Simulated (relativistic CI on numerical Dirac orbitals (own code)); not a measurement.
## Te XXXVII: sensitivity of the levels to the model

Base calculation: Dirac-Coulomb-Breit CI, orbitals from a KLI potential per configuration, model QED (radiative potential, 1s self-energy scaled to tabulated hydrogen-like ionisation energies), unscaled Slater integrals.

CI space (outside the closed core [Ne]): 3s2 3p4, 3s 3p5, 3s2 3p3 3d, 3p6, 3s 3p4 3d, 3p5 3d, 3s 3p3 3d2, 3s2 3p2 3d 4p, 3p5 4s, 3s 3p3 3d 4s, 3p5 4p, 3s2 3p3 4s, 3s2 3p2 3d2, 3s2 3p 3d3, 3s 3p2 3d3, 3s2 3p 3d2 4s, 3p4 3d2, 3p3 3d3, 3p3 3d2 4s, 3s2 3p2 3d 4s, 3s 3p2 3d2 4s, 3s2 3p 3d 4s2. Double excitations out of closed p, d and f shells are left out; levels of such configurations are missing from the list, as are those of other unlisted configurations, and high levels can miss mixing partners.

Variants: (1) Breit term removed; (2) only the first 3 configurations. Shifts of the energy above 3s2 3p4 3P_2, in cm⁻¹, for the lowest level and the first level of each name with at least 55 % of one term (blank where a level changes its place among those of its configuration and J or its character, or is not in the variant):

```csv
Level,Base,Δ(1),Δ(2)
3s2 3p4 3P_2,0,0,0
3s2 3p4 1S_0,97758,-1127,+7970
3s2 3p4 3P_1,507308,+6722,+3548
3s2 3p4 1D_2,562458,+7834,+5942
3s2 3p4 3P_0,1109459,+13747,+17603
3s2 3p3 3d 3G°_4,1753067,+14895,-17699
3s2 3p3 3d 3G°_5,1871132,+19409,-18350
3s 3p4 3d 5F_5,2618035,+11035,
```

At this charge energies of transitions that change n are usually good to better than 1 %, and those within a shell (Δn = 0) to a few per cent.

Ionisation energy from the two ground configurations alone: base 2471.65 eV; Breit term removed 2473.32 eV. The NIST ASD value (theoretical) is 2472 eV.

LS names give the leading component of a level, which can be under half, so a name can repeat, a term be missing and a line seem to break the LS rules.
